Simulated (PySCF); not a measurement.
Calculated NMR data

Level of theory: coordinates at the GFN2-xTB level, σ from GIAO-PBE0/pcSseg-1, B3LYP/pcJ-1 coupling constants, in PySCF 2.14 (in vacuum, relativity neglected, a single conformation, rapidly exchanging positions averaged).

δ = σ(ref) − σ, references computed at the same level: 1H (σref 31.72) and 13C (σref 186.93) against TMS. Multiplet labels drop J under 1 Hz and among equivalent protons, and merge close values. Unscaled 3J(H,H) run several per cent high. Splittings of carbon signals by F and P are missing where no couplings were computed. Where no couplings were computed, multiplicities follow the n + 1 count of equivalent neighbours, and m marks all less simple cases (inequivalent or close neighbours, rings, F or P nearby). One-bond C–F couplings are unscaled and too large by tens of Hz. Shifts are as computed. Against solution values, carbons near 30 ppm lie about +3 ppm off and those near 130 ppm about +5 ppm. Of 1211 compounds with measured shifts, 218 miss one by over three times the rms of a fit or turn the order of signals round; such compounds aren't used in these exercises. OH and NH positions are gas-phase values without hydrogen bonding to other molecules.

**1.** `N[Si@]([SiH3])(P)C(F)(F)F`, CH$_{7}$F$_{3}$NPSi$_{2}$. 1H NMR (600 MHz, computed): δ 3.59 (m, 3H), 1.33 (m, 2H), 0.54 (br s, 2H). 13C{1H} NMR (computed): δ 140.5.

**2.** 3-ethylfuran (CCc1ccoc1, C$_{6}$H$_{8}$O). 1H NMR (600 MHz, computed): δ 7.45 (m, 1H), 7.38 (m, 1H), 6.56 (m, 1H), 2.57 (q, 2H), 1.21 (t, 3H). 13C{1H} NMR (computed): δ 147.7 (CH), 143.4 (CH), 135.7 (C), 118.0 (CH), 23.1 (CH2), 21.8 (CH3).

**3.** 1,1-difluoroethane, C$_{2}$H$_{4}$F$_{2}$. 1H NMR (600 MHz, computed): δ 6.25 (tq, J = 62.3, 4.9 Hz, 1H), 1.54 (td, J = 18.5, 4.9 Hz, 3H). 13C{1H} NMR (computed): δ 121.2 (t, J = 297.8 Hz), 23.5 (t, J = 21.6 Hz).
